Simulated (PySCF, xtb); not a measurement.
C2H3BF2O, SMILES OB(F)/C=C/F. Other conformers were not sampled.

Harmonic wavenumbers (cm⁻¹) from GFN2-xTB (xtb) at its own minimum, in rising order: 90, 133, 182, 341, 389, 522, 548, 581, 759, 818, 905, 998, 1084, 1194, 1256, 1266, 1342, 1669, 3065, 3088, 3647.

### Question
What does PBE-D3(BJ)/def2-SVP (PySCF) give at its own minimum? (An estimate is asked for; the answer gives what the named calculation found.)

### Answer
97, 142, 208, 363, 413, 535, 556, 633, 833, 834, 945, 959, 1123, 1180, 1293, 1346, 1414, 1667, 3098, 3114, 3769. Paired by order, the mean absolute difference is 36 cm⁻¹ and the zero-point energies are 34.1 and 35.1 kcal/mol.
